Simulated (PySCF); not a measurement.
One of the candidates below gave these computed data.

All candidates are C6H10O2.

* Rotational structure: rotational constants A, B, C: 2.523, 1.794, 1.450 GHz [GFN2-xTB]
* UV, strongest line: among the 8 lowest singlet transitions: S5 at 7.16 eV (173 nm, f = 0.109) [TDDFT CAM-B3LYP/def2-SVPD]
* Triplet: lowest triplet excitation (Tamm–Dancoff): 3.65 eV [TDA CAM-B3LYP/def2-SVPD]
* NMR, other nuclei: isotropic shieldings of nuclei other than C and H, by class: -334 (2 O) ppm [GIAO PBE0/pcSseg-1]
* 1H NMR: chemical shifts (computed TMS as zero) by class: 3.69 (1 H), 2.23 (6 H), 1.40 (3 H) ppm [GIAO PBE0/pcSseg-1]
* UV, first state: lowest singlet excitation: 4.22 eV (293 nm, f = 0.006) [TDDFT CAM-B3LYP/def2-SVPD]
* Dipole: 1.89 D [CAM-B3LYP/def2-SVPD]
* 13C NMR: chemical shifts (computed TMS as zero) by class: 210.2 (2 C), 69.9 (1 C), 28.8 (2 C), 15.4 (1 C) ppm [GIAO PBE0/pcSseg-1]

Gas-phase values; electronic properties from PySCF, density fitting. Levels stand in brackets. The structure is a single GFN2-xTB conformer in the gas phase; no vibrational or solvent corrections. NMR classes are plain means over equivalent atoms (diastereotopic ones count apart unless rotation or inversion swaps them), as if these changed places fast.

Question: Which candidate is it?
A. `C[C@@H]1CCCOC1=O`
B. `CC(=O)C(C)C(C)=O`
C. `C[C@@H]1COCCC1=O`
D. `CO[C@@]12CCC[C@@H]1O2`
E. `C/C=C/[C@@H]1OC[C@H]1O`

Answer: B. It is `CC(=O)C(C)C(C)=O`. Numbering: `[CH3:1][C:2](=[O:3])[CH:4]([CH3:5])[C:6]([CH3:7])=[O:8]`. Its formula, C6H10O2, gives 2 degrees of unsaturation: 0 rings and 2 π bonds in the structure found. 6 carbons fall into 4 classes; from least to most shielded: ketone carbonyl carbon [C2/C6] (210.2 ppm, 2 C), sp3 carbon next to a carbonyl [C4] (69.9 ppm), methyl carbon next to a carbonyl [C1/C7] (28.8 ppm, 2 C, up to 5.7 ppm apart in this geometry), methyl carbon [C5] (15.4 ppm). Hydrogen classes from least to most shielded: 1 H on an sp3 carbon next to a carbonyl, C4 (3.69 ppm), 6 H on 2 like atoms (methyl carbon next to a carbonyl), C1/C7 (2.23 ppm, a mean of values up to 1.4 ppm apart in this geometry), 3 H on a methyl carbon, C5 (1.40 ppm, a mean of values up to 1.2 ppm apart in this geometry). The other shieldings belong to: -334 ppm, ketone oxygen [O3/O8]. The optimised geometry has point group C1 and is an asymmetric top.

The others, at the same levels:
- `C/C=C/[C@@H]1OC[C@H]1O` fails: it has 6 carbon classes against 4; its computed 13C shifts are 144.2 (1 C), 131.2 (1 C), 96.5 (1 C), 82.2 (1 C), 81.9 (1 C), 22.4 (1 C) ppm, 1H shifts are 6.33 (1 H), 5.83 (1 H), 5.14 (1 H), 4.94 (1 H), 4.35 (1 H), 4.21 (1 H), 1.90 (3 H), 1.11 (1 H) ppm and rotational constant A is 3.918 GHz (against 2.523 GHz).
- `CO[C@@]12CCC[C@@H]1O2` fails: it has 6 carbon classes against 4; its computed 13C shifts are 90.0 (1 C), 62.9 (1 C), 55.8 (1 C), 29.3 (1 C), 28.8 (1 C), 23.5 (1 C) ppm, 1H shifts are 3.60 (3 H), 3.11 (1 H), 2.18 (1 H), 1.72 (1 H), 1.63 (1 H), 1.51 (1 H), 1.48 (1 H), 1.44 (1 H) ppm and rotational constant A is 4.497 GHz (against 2.523 GHz).
- `C[C@@H]1COCCC1=O` fails: it has 6 carbon classes against 4; its computed 13C shifts are 213.5 (1 C), 80.2 (1 C), 74.3 (1 C), 50.5 (1 C), 48.1 (1 C), 11.7 (1 C) ppm, 1H shifts are 4.52 (1 H), 4.39 (1 H), 3.67 (1 H), 3.20 (1 H), 2.66 (1 H), 2.51 (1 H), 2.08 (1 H), 0.89 (3 H) ppm and rotational constant A is 2.999 GHz (against 2.523 GHz).
- `C[C@@H]1CCCOC1=O` fails: its computed lowest singlet excitation is 5.60 eV (221 nm, f = 0.000) (against 4.22 eV), lowest triplet excitation (Tamm–Dancoff) is 5.10 eV (against 3.65 eV) and strongest line among the 8 lowest singlet transitions is S2 at 7.61 eV (163 nm, f = 0.068) (against S5 at 7.16 eV).

Each candidate is one conformer, not necessarily the lowest. Dipoles, sizes and rotational constants follow the conformer. The torsions of the flexible species, by atom-mapped SMILES:
- `[CH3:1][C:2](=[O:3])[CH:4]([CH3:5])[C:6]([CH3:7])=[O:8]`: C1–C2–C4–C5 -35°, C2–C4–C6–C7 90°
- `[CH3:1]/[CH:2]=[CH:3]/[C@@H:4]1[O:5][CH2:6][C@H:7]1[OH:8]`: C2–C3–C4–O5 179°, H–O8–C7–C6 50°

The conformers of `CO[C@@]12CCC[C@@H]1O2`, `C[C@@H]1COCCC1=O` and `C[C@@H]1CCCOC1=O` aren't listed.
